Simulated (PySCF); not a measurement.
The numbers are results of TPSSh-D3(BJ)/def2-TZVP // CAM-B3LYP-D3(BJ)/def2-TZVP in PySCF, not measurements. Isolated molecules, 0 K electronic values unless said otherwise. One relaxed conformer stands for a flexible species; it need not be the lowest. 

Reference species (SMILES): `[H]/B=C/C=B/[H]` (neutral, multiplicity 1).

```
Quantity                  Value
----------------------  -------
S1 oscillator strength    0.000
HOMO–LUMO gap           3.02 eV
```

Changed species: `B(C)=C=B`.

**Question.** What does the change do to the S1 oscillator strength and HOMO–LUMO gap?

**Answer.** the S1 oscillator strength stays essentially unchanged; the HOMO–LUMO gap goes up by 1.88 eV, to 4.90 eV.
